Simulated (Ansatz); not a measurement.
A structure relaxed at PBE-D4/def2-SVPD in Ansatz, charge -1, doublet:

```xyz
7

Os    0.829   -0.676   -1.358
B     0.429    1.019    1.359
B    -0.053   -0.453    0.703
B     1.349    0.492    0.129
B    -0.666   -1.544   -0.404
B    -1.112    0.004   -0.777
B    -0.777    1.158    0.348
```

Problem. Give its formula.

Solution. B₆Os⁻.

Problem. Summarise the bond lengths by kind (pairs closer than 1.2 times the sum of covalent radii, bridged metal pairs left out).

Solution. 9 × B–B 1.58 to 1.88 Å; 4 × B–Os 1.96 to 2.25 Å. The metal has 4 neighbours: B 2.25 Å, B 1.96 Å, B 1.98 Å, B 2.14 Å.

In the def2 sets Os takes a core potential; there is no spin–orbit coupling. Another isomer (doublet) lies 0.23 eV lower at PBE0-D4/def2-TZVPD; other spin states weren't run for this one.
